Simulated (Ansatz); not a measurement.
Reaction: H5BSiO (SMILES BO[SiH3]) → H4BSiO (SMILES BO[SiH2], doublet) + H (doublet) (the H-Si bond breaks)
Each species at its own B3LYP-D3(BJ)/def2-TZVP minimum (Ansatz, a quantum-chemistry and plane-wave program).

Total energies in hartree (Ansatz). UHF or UKS for unpaired electrons; spin-orbit terms are left out. Cores are frozen in correlated methods. No relativity. Where a partner has so few electrons that a lower coupled-cluster level is exact, that level stands in.

```tsv
species	HF/cc-pV(T+d)Z	CCSD(T)/cc-pV(T+d)Z	HF/cc-pV(Q+d)Z	CCSD(T)/cc-pV(Q+d)Z	CCSD(T)/cc-pV(D+d)Z	CCSDT(Q)/cc-pV(D+d)Z
1: H5BSiO (SMILES BO[SiH3])	-391.52121	-392.03877	-391.53332	-392.08250	-391.88817	-391.88978
2: H4BSiO (SMILES BO[SiH2], doublet)	-390.89644	-391.38375	-390.90828	-391.42584	-391.23834	-391.24004
3: H (doublet)	-0.49981	-0.49981	-0.49995	-0.49995	-0.49928	-0.49928
```

Task: Work out the bond dissociation energy (electronic) in kcal/mol: take Hartree-Fock from cc-pV(Q+d)Z, extrapolate the CCSD(T) correlation energy as X^-3 (X = 3, 4), and add CCSDT(Q) - CCSD(T) in cc-pV(D+d)Z. 1 hartree = 627.51 kcal/mol.

Result: 
Species 1: correlation (64·(-0.54918) - 27·(-0.51756))/37 = -0.57225; step -0.00161; E1 = -391.53332 + (-0.57225) + (-0.00161) = -392.10718
Species 2: correlation (64·(-0.51756) - 27·(-0.48731))/37 = -0.53963; step -0.00170; E2 = -390.90828 + (-0.53963) + (-0.00170) = -391.44961
Species 3: correlation (64·(0.00000) - 27·(0.00000))/37 = 0.00000; step +0.00000; E3 = -0.49995 + (0.00000) + (+0.00000) = -0.49995
-1·E1 +1·E2 +1·E3 = 0.15762 hartree = 98.9 kcal/mol.
